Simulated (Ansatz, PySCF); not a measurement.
This PySCF input computes a CAM-B3LYP/def2-TZVPD energy:

```python
from pyscf import gto, scf, dft

mol = gto.M(
    atom='''
    Ge   -0.18029856   -0.15314215   -0.01733750
    O    -1.42229256   -1.32383293   -0.09653532
    Cl   -0.41447877    1.75412001   -0.77182363
    Cl    1.55615888   -0.78033805    0.88019632
    H    -2.26066751   -1.06308099   -0.51525315
    ''',
    basis='def2-tzvpd',
    charge=1,
    spin=0,
    verbose=4,
)

mf = dft.RKS(mol, xc='camb3lyp').density_fit(auxbasis='def2-universal-jkfit')
mf.grids.level = 3
mf.conv_tol = 1e-9
mf.max_cycle = 100
mf.max_memory = 1500
mf.kernel()
if not mf.converged:
    mf = mf.newton()
    mf.kernel(mf.make_rdm1())
mf.analyze()
```

Question: Write an input for the same energy in Ansatz (a quantum-chemistry and plane-wave program) and say what it gives.

Answer: 
Ansatz 0.2 input:
```yaml
crystal:
  periodic: [false, false, false]
  atoms:
    - {symbol: Ge, position_ang: [-0.18029856, -0.15314215, -0.01733750]}
    - {symbol: O, position_ang: [-1.42229256, -1.32383293, -0.09653532]}
    - {symbol: Cl, position_ang: [-0.41447877, 1.75412001, -0.77182363]}
    - {symbol: Cl, position_ang: [1.55615888, -0.78033805, 0.88019632]}
    - {symbol: H, position_ang: [-2.26066751, -1.06308099, -0.51525315]}
basis:
  gaussian:
    orbitals: def2-TZVPD
hamiltonian:
  xc: {name: CAM-B3LYP}
total_charge: 1
output: {forces: true}
```
It gives -3073.19740 Eh, and PySCF -3073.19747 Eh, a difference of 0.07 mEh, from the treatment of integrals and grids.

It need not be the lowest isomer of its formula.
